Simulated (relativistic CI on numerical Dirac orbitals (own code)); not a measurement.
# Level scheme of Ne III

Method of calculation: Dirac-Coulomb-Breit CI, orbitals from a KLI potential per configuration, model QED, valence Slater integrals scaled by 0.85, P86 correlation estimate, and configurations built on the next ion tied to the tabulated ionisation energy (semi-empirical) (own radial code, finite nucleus).

CI space (outside the closed core 1s2): 2s2 2p4, 2s2 2p3 3s, 2s2 2p3 3p, 2s2 2p3 3d, 2s2 2p3 4s, 2s 2p5, 2p6, 2s2 2p3 4p, 2s2 2p3 4d, 2s2 2p3 4f, 2s2 2p2 3s2, 2s 2p4 3s, 2s2 2p2 3s 3p, 2p5 3s, 2s2 2p2 3p2, 2s 2p4 3p, 2p5 3p, 2s2 2p2 3s 3d, 2s2 2p2 3p 3d, 2p5 3d, 2s 2p4 3d. Levels of other configurations are missing.

| No. | Configuration | Term | J | E (eV) | % | Landé g | jj configuration (%) |
| --- | --- | --- | --- | --- | --- | --- | --- |
| 41 | 2s2 2p3 3p | 3P | 0 | 49.2308 | 97 |  | 2p3/2 3p3/2 (41) |
| 42 | 2s2 2p3 3d | 3D° | 1 | 49.4708 | 99 | 0.499 | 2p1/2 2p3/2^2 3d5/2 (52) |
| 43 | 2s2 2p3 3d | 3D° | 2 | 49.4716 | 99 | 1.167 | 2p1/2 2p3/2^2 3d5/2 (35) |
| 44 | 2s2 2p3 3d | 3D° | 3 | 49.4737 | 99 | 1.334 | 2p1/2 2p3/2^2 3d3/2 (32) |
| 45 | 2s2 2p3 3p | 1D | 2 | 49.9299 | 97 | 1.002 | 2p1/2 2p3/2^2 3p3/2 (48) |
| 46 | 2s2 2p3 3p | 3S | 1 | 50.0502 | 97 | 1.999 | 2p1/2 2p3/2^2 3p3/2 (28) |
| 47 | 2s2 2p3 3p | 3D | 3 | 50.3038 | 98 | 1.333 | 2p3/2^3 3p3/2 (49) |
| 48 | 2s2 2p3 3p | 3D | 1 | 50.3072 | 97 | 0.501 | 2p1/2 2p3/2^2 3p1/2 (76) |
| 49 | 2s2 2p3 3p | 3D | 2 | 50.3082 | 97 | 1.166 | 2p1/2 2p3/2^2 3p3/2 (53) |
| 50 | 2s2 2p3 3p | 1P | 1 | 50.5288 | 97 | 0.998 | 2p3/2 3p3/2 (27) |
| 51 | 2s2 2p3 3p | 3P | 2 | 50.8507 | 95 | 1.498 | 2p3/2 3p3/2 (35) |
| 52 | 2s2 2p3 3p | 3P | 1 | 50.8546 | 95 | 1.500 | 2p1/2 2p3/2^2 3p3/2 (46) |
| 53 | 2s2 2p3 3p | 3P | 0 | 50.8560 | 95 |  | 2p1/2 2p3/2^2 3p1/2 (63) |
| 54 | 2s2 2p3 3p | 1D | 2 | 51.3474 | 96 | 1.001 | 2p1/2 2p3/2^2 3p3/2 (38) |
| 55 | 2s2 2p3 4s | 5S° | 2 | 51.8073 | 100 | 2.002 | 2p1/2 2p3/2^2 4s (55) |
| 56 | 2s2 2p3 4s | 3S° | 1 | 52.1810 | 100 | 2.002 | 2p1/2 2p3/2^2 4s (55) |
| 57 | 2s2 2p3 3p | 1S | 0 | 52.8743 | 95 |  | 2p3/2^3 3p3/2 (34) |
| 58 | 2s2 2p3 4p | 5P | 1 | 53.4746 | 100 | 2.503 | 2p1/2 2p3/2^2 4p1/2 (46) |
| 59 | 2s2 2p3 4p | 5P | 2 | 53.4759 | 100 | 1.835 | 2p1/2 2p3/2^2 4p1/2 (28) |
| 60 | 2s2 2p3 4p | 5P | 3 | 53.4780 | 100 | 1.668 | 2p1/2 2p3/2^2 4p3/2 (55) |
| 61 | 2s2 2p3 3d | 3F° | 2 | 53.6732 | 99 | 0.667 | 2p1/2 2p3/2^2 3d3/2 (43) |
| 62 | 2s2 2p3 3d | 1S° | 0 | 53.6741 | 100 |  | 2p1/2 2p3/2^2 3d5/2 (61) |
| 63 | 2s2 2p3 3d | 3F° | 3 | 53.6788 | 99 | 1.082 | 2p1/2 2p3/2^2 3d3/2 (50) |
| 64 | 2s2 2p3 3d | 3F° | 4 | 53.6862 | 99 | 1.248 | 2p1/2 2p3/2^2 3d5/2 (84) |
| 65 | 2s2 2p3 3d | 3G° | 5 | 53.7998 | 100 | 1.200 | 2p1/2 2p3/2^2 3d5/2 (100) |
| 66 | 2s2 2p3 3d | 3G° | 4 | 53.8032 | 99 | 1.051 | 2p1/2 2p3/2^2 3d3/2 (52) |
| 67 | 2s2 2p3 3d | 3G° | 3 | 53.8058 | 99 | 0.751 | 2p1/2 2p3/2^2 3d3/2 (42) |
| 68 | 2s2 2p3 3d | 3D° | 3 | 53.8323 | 98 | 1.334 | 2p1/2 2p3/2^2 3d5/2 (66) |
| 69 | 2s2 2p3 3d | 3D° | 2 | 53.8403 | 97 | 1.166 | 2p1/2 2p3/2^2 3d3/2 (51) |
| 70 | 2s2 2p3 3d | 1G° | 4 | 53.8446 | 99 | 1.001 | 2p1/2 2p3/2^2 3d3/2 (37) |
| 71 | 2s2 2p3 3d | 3D° | 1 | 53.8454 | 98 | 0.499 | 2p1/2 2p3/2^2 3d3/2 (37) |
| 72 | 2s2 2p3 3d | 1P° | 1 | 54.1041 | 94 | 1.019 | 2p1/2 2p3/2^2 3d5/2 (58) |
| 73 | 2s2 2p3 4p | 3P | 2 | 54.1107 | 95 | 1.501 | 2p1/2 2p3/2^2 4p3/2 (29) |
| 74 | 2s2 2p3 4p | 3P | 1 | 54.1119 | 95 | 1.501 | 2p1/2 2p3/2^2 4p3/2 (37) |
| 75 | 2s2 2p3 4p | 3P | 0 | 54.1135 | 95 |  | 2p1/2 2p3/2^2 4p3/2 (63) |
| 76 | 2s2 2p3 3d | 3S° | 1 | 54.1562 | 89 | 1.949 | 2p1/2 2p3/2^2 3d3/2 (62) |
| 77 | 2s2 2p3 3d | 3P° | 2 | 54.1610 | 95 | 1.483 | 2p1/2 2p3/2^2 3d5/2 (68) |
| 78 | 2s2 2p3 3d | 1D° | 2 | 54.1748 | 96 | 1.018 | 2p1/2 2p3/2^2 3d5/2 (40) |
| 79 | 2s2 2p3 3d | 3P° | 1 | 54.1807 | 86 | 1.534 | 2p1/2 2p3/2^2 3d5/2 (33) |
| 80 | 2s2 2p3 3d | 3P° | 0 | 54.1829 | 99 |  | 2p1/2 2p3/2^2 3d5/2 (38) |
| 81 | 2s2 2p3 3d | 1F° | 3 | 54.3828 | 99 | 1.000 | 2p1/2 2p3/2^2 3d5/2 (47) |
| 82 | 2s2 2p3 4d | 5D° | 4 | 55.4602 | 100 | 1.501 | 2p1/2 2p3/2^2 4d5/2 (55) |
| 83 | 2s2 2p3 4d | 5D° | 3 | 55.4604 | 100 | 1.501 | 2p1/2 2p3/2^2 4d5/2 (33) |
| 84 | 2s2 2p3 4d | 5D° | 2 | 55.4606 | 100 | 1.501 | 2p1/2 2p3/2^2 4d3/2 (39) |
| 85 | 2s2 2p3 4d | 5D° | 1 | 55.4608 | 100 | 1.501 | 2p1/2 2p3/2^2 4d3/2 (50) |
| 86 | 2s2 2p3 4d | 5D° | 0 | 55.4609 | 100 |  | 2p1/2 2p3/2^2 4d3/2 (55) |
| 87 | 2s2 2p3 4d | 3D° | 1 | 55.6870 | 73 | 0.499 | 2p1/2 2p3/2^2 4d5/2 (37) |
| 88 | 2s2 2p3 4d | 3D° | 2 | 55.6929 | 73 | 1.167 | 2p1/2 2p3/2^2 4d5/2 (27) |
| 89 | 2s2 2p3 4d | 3D° | 3 | 55.7029 | 74 | 1.334 | 2p1/2 2p3/2^2 4d3/2 (24) |
| 90 | 2s2 2p3 4f | 5F | 5 | 55.7600 | 100 | 1.401 | 2p1/2 2p3/2^2 4f7/2 (55) |
| 91 | 2s2 2p3 4f | 5F | 4 | 55.7600 | 100 | 1.351 | 2p1/2 2p3/2^2 4f7/2 (35) |
| 92 | 2s2 2p3 4f | 5F | 3 | 55.7601 | 100 | 1.250 | 2p1/2 2p3/2^2 4f5/2 (36) |
| 93 | 2s2 2p3 4f | 5F | 2 | 55.7601 | 100 | 1.000 | 2p1/2 2p3/2^2 4f5/2 (48) |
| 94 | 2s2 2p3 4f | 5F | 1 | 55.7601 | 100 | -0.002 | 2p1/2 2p3/2^2 4f5/2 (55) |
| 95 | 2s2 2p3 4f | 3F | 4 | 55.7652 | 100 | 1.250 | 2p1/2 2p3/2^2 4f5/2 (35) |
| 96 | 2s2 2p3 4f | 3F | 3 | 55.7653 | 100 | 1.083 | 2p1/2 2p3/2^2 4f7/2 (36) |
| 97 | 2s2 2p3 4f | 3F | 2 | 55.7654 | 100 | 0.666 | 2p1/2 2p3/2^2 4f7/2 (48) |
| 98 | 2s2 2p3 3d | 3F° | 4 | 55.8558 | 98 | 1.250 | 2p3/2^3 3d5/2 (49) |
| 99 | 2s2 2p3 3d | 3F° | 3 | 55.8657 | 98 | 1.084 | 2p1/2 2p3/2^2 3d5/2 (43) |
| 100 | 2s2 2p3 3d | 3F° | 2 | 55.8719 | 97 | 0.670 | 2p1/2 2p3/2^2 3d3/2 (80) |
| 101 | 2s2 2p3 3d | 3P° | 0 | 55.9098 | 98 |  | 2p3/2 3d3/2 (50) |
| 102 | 2s2 2p3 3d | 3P° | 1 | 55.9158 | 98 | 1.501 | 2p3/2^3 3d3/2 (27) |
| 103 | 2s2 2p3 3d | 3P° | 2 | 55.9281 | 97 | 1.496 | 2p1/2 2p3/2^2 3d5/2 (43) |
| 104 | 2s2 2p3 3d | 1D° | 2 | 55.9752 | 92 | 1.002 | 2p1/2 2p3/2^2 3d5/2 (22) |
| 105 | 2s2 2p3 3d | 3D° | 3 | 56.1264 | 69 | 1.333 | 2p3/2^3 3d5/2 (27) |
| 106 | 2s2 2p3 3d | 3D° | 2 | 56.1318 | 68 | 1.166 | 2p3/2^3 3d3/2 (24) |
| 107 | 2s2 2p3 3d | 3D° | 1 | 56.1343 | 68 | 0.499 | 2p1/2 2p3/2^2 3d3/2 (35) |
| 108 | 2s2 2p3 3d | 1F° | 3 | 56.1829 | 98 | 1.000 | 2p1/2 2p3/2^2 3d5/2 (35) |
| 109 | 2s2 2p3 3d | 1P° | 1 | 56.5489 | 97 | 1.000 | 2p1/2 2p3/2^2 3d3/2 (32) |
| 110 | 2s2 2p3 4s | 3D° | 3 | 56.6013 | 93 | 1.334 | 2p1/2 2p3/2^2 4s (93) |

Energies count from the lowest computed level; ° marks odd parity. Filled j subshells are mostly left out of the jj labels.

The mean weight of the leading LS term, summed over parents, in these 70 levels is 95 %, and that of the leading jj configuration (from the same eigenvectors) 46 %, so LS coupling describes them better.

Configurations that consist of the next ion and one excited electron were tied to the tabulated ionisation energy; Rydberg ones are usually within 1,000 to 3,000 cm⁻¹ and the lowest ones within about 6,000 (9,000 in d shells), while levels on excited terms of the next ion carry the error of that term, and the other configurations can be misplaced by 10,000 cm⁻¹ or more. Rates follow the energies as ν³ (E1, M1) or ν⁵ (E2), so rates, branching and lifetimes can be off by large factors. The fine structure of a lone outer electron comes out too small, for d and f at times inverted, and misplaced configurations move strength between like terms. 25 of the 29 excited levels that our extract of the measured tables holds in this range could be paired (the sources list more); they are missed by 5296 cm⁻¹ on average and 41779 at most, and levels without a partner can miss by more.
